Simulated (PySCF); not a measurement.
Atoms are numbered as in `[CH2:1]=[C:2]1[CH2:3][C@@H:4]1[O:5][CH:6]([F:7])[F:8]`. Each H is labelled by its parent atom. Ha(C1) is cis to C3; Ha(C3) is cis to O5 on the ring; Hb(C1) is trans to C3; Hb(C3) is trans to O5 on the ring.

Computed data (PySCF): GFN2-xTB geometry, GIAO PBE0/pcSseg-1 shieldings, couplings computed with B3LYP/pcJ-1 (spin–dipole term only in couplings to heteroatoms). One computed conformer, no solvent model, non-relativistic Hamiltonian.

**Question.** List the cross peaks expected in HSQC, COSY and HMBC spectra.

**Answer.** 

HSQC (one-bond C–H):
```
           δH          δC  ¹J(C,H) (Hz)
 6.38 (H(C6))  125.9 (C6)           215
6.30 (Hb(C1))  117.6 (C1)           171
6.08 (Ha(C1))  117.6 (C1)           168
 3.93 (H(C4))   53.6 (C4)           194
1.66 (Ha(C3))   14.0 (C3)           170
1.56 (Hb(C3))   14.0 (C3)           169
```

COSY cross peaks (|J| ≥ 2 Hz):
```
           δH             δH  abs. J (Hz)  bonds
6.30 (Hb(C1))  1.66 (Ha(C3))          4.1      4
6.30 (Hb(C1))  1.56 (Hb(C3))          3.7      4
6.08 (Ha(C1))  1.66 (Ha(C3))          3.4      4
6.08 (Ha(C1))  1.56 (Hb(C3))          2.8      4
 3.93 (H(C4))  1.66 (Ha(C3))          2.6      3
 3.93 (H(C4))  1.56 (Hb(C3))          8.3      3
1.66 (Ha(C3))  1.56 (Hb(C3))         14.5      2
```

HMBC (two and three bonds, |J| ≥ 2.5 Hz):
```
           δH                                    δC [abs. J in Hz]
 6.38 (H(C6))                                      53.6 (C4) [3.7]
6.30 (Hb(C1))                    53.6 (C4) [5.9], 14.0 (C3) [10.1]
6.08 (Ha(C1))                    53.6 (C4) [11.4], 14.0 (C3) [5.0]
1.66 (Ha(C3))  138.0 (C2) [5.9], 117.6 (C1) [4.2], 53.6 (C4) [4.1]
1.56 (Hb(C3))                   138.0 (C2) [6.0], 117.6 (C1) [3.6]
```

δ = σ(ref) − σ, references computed at the same level: ¹H, ¹³C against TMS.

Short H···H contacts in this conformer between protons four or more bonds apart (candidates for NOE cross peaks, intensity ∝ r⁻⁶): H(C4)···H(C6) 2.55 Å.

Common functionals overestimate the size of one-bond C–F couplings by tens of Hz; these are unscaled. Unscaled 3J(H,H) at this level run about 10 % above measured values. Shifts are as computed. Against solution values, carbons near 30 ppm lie about +3 ppm off and those near 130 ppm about +5 ppm. Of 1211 compounds with measured shifts, 218 miss one by over three times the rms of a fit or turn the order of signals round; such compounds aren't used in these exercises.
